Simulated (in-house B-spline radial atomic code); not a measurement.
Settings and results of a run for the scandium ion Sc⁴⁺. All numbers are computed (scalar-relativistic (X2C) CAM-B3LYP, spin-polarised, spherical fractional occupations, exact exchange averaged over the configuration; Fermi nucleus of rms radius 3.5459 fm) with a B-spline radial code for spherical atoms, not measured.

Command:
```bash
python run_scf.py task.json out
```
Settings (nuclear radius in fm, mass in u):
```
Z                21
configuration    [Ne] 3s2 3p5
hamiltonian      x2c
method           camb3lyp
spin_polarised   True
nucleus          fermi
rms_radius       3.5459
atomic_mass      44.95591
speed_of_light   137.035999084
exact_exchange   averaged over the configuration
```

Output (hartree, bohr):
```
 radial grid: 67 intervals, B-splines of order 8, outer radius 14.6809 bohr

 iter        energy (Eh)    residual
    1        -755.883617    3.99e-01
    2        -759.457599    1.55e-01
    3        -759.838820    4.69e-02
    4        -759.883730    1.69e-02
    5        -759.888903    6.33e-03
    6        -759.889542    2.96e-04
    7        -759.889543    2.29e-05
    8        -759.889543    2.39e-06
    9        -759.889543    5.19e-08

 total energy                      -759.88954
 kinetic                             766.5575
 electron-nucleus                  -1772.1528
 Hartree                             283.2620
 exact exchange                       -8.2803
 exchange-correlation                -29.2760

 orbital      occ     eigenvalue          <r>       <r^2>       <1/r>     <1/r^3>       r_max
 1s up      1.000      -164.7578    0.0727802  0.00713744     20.9605           -     0.04753
 1s down    1.000      -164.7417    0.0727746  0.00713628     20.9618           -     0.04753
 2s up      1.000       -19.9442      0.34269    0.139003     4.33137           -      0.2832
 2s down    1.000       -19.9307     0.342593    0.138883     4.33124           -      0.2833
 2p up      3.000       -16.7180     0.306949    0.116334     4.20807     225.493      0.2319
 2p down    3.000       -16.6968       0.3071    0.116439     4.20584     225.187      0.2321
 3s up      1.000        -4.1123       1.0314     1.21866     1.36429           -      0.9085
 3s down    1.000        -4.0265       1.0344     1.22676     1.36054           -      0.9089
 3p up      3.000        -3.2429       1.0886     1.37779     1.25285     28.5277      0.9371
 3p down    2.000        -3.1827      1.09364     1.39247     1.24897     28.4281      0.9384
```

Time taken, with all properties: 0.97 s on 1 thread of Arm Neoverse N1, on a shared host.
